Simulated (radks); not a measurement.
Results of a calculation; reference values are marked as such.
Ionisation of Sr+, [Kr] 5s1, to Sr2+, [Kr], under several functionals. Dirac Kohn-Sham, spin-unpolarised, spherical densities, point nucleus; a radial shooting solver on a logarithmic mesh with Libxc functionals.

| functional | E(Sr+) (hartree) | Exc (hartree) | IE (eV) | -e(HOMO) (eV) | <r> HOMO (bohr) | IE error (eV) |
|---|---|---|---|---|---|---|
| OLYP | -3180.90956 | -106.34697 | 10.943 | 7.987 | 3.968 | -0.087 |
| BP86 | -3180.33906 | -105.69697 | 11.020 | 8.532 | 3.876 | -0.010 |
| XLYP | -3180.45196 | -105.80853 | 11.211 | 8.391 | 3.877 | +0.180 |
| PBE | -3179.58132 | -104.92948 | 11.005 | 8.347 | 3.898 | -0.025 |
| RPBE | -3179.84102 | -105.19511 | 10.981 | 8.220 | 3.939 | -0.050 |
| B86b exchange with PBE correlation | -3180.07335 | -105.42939 | 10.998 | 8.375 | 3.891 | -0.032 |
| revPBE | -3179.76792 | -105.12068 | 10.902 | 8.238 | 3.926 | -0.128 |

NIST Atomic Spectra Database: 11.030 eV (measured). Closest: BP86. The Delta-SCF values span 0.31 eV, the total energies 1.33 hartree. The highest occupied level is 5s1/2. Spin polarisation and multiplet splitting are left out, so open shells lie too high by an amount that depends on their filling.

Beside tabulated values, note that spin-unpolarised runs miss the spin-polarisation part of the exchange energy of open shells.
